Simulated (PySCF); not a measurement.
Excitations are Tamm–Dancoff values on a coarser integration grid.

Cartesian coordinates (Å):
```xyz
12

O     -0.3277     2.6642    -0.0271
C     -0.1770     1.4393    -0.0147
C      1.1784     0.8272    -0.0345
C      1.3437    -0.5175    -0.0208
C      0.1770    -1.4393     0.0147
O      0.3277    -2.6642     0.0271
C     -1.1784    -0.8272     0.0345
C     -1.3437     0.5175     0.0208
H      2.0247     1.5288    -0.0606
H      2.3349    -0.9936    -0.0349
H     -2.0247    -1.5288     0.0606
H     -2.3349     0.9936     0.0349
```
Charge 0, spin multiplicity 1.

### Question
What total energy, T1 excitation (TDA) and S1–T1 gap (TDA) does PySCF with PBE-D3(BJ)/def2-TZVPD // PBE-D3(BJ)/def2-SVPD give?

### Answer

```yaml
total_energy: -381.1728 Ha
T1 excitation (TDA): 1.48 eV
S1–T1 gap (TDA): 0.43 eV
```
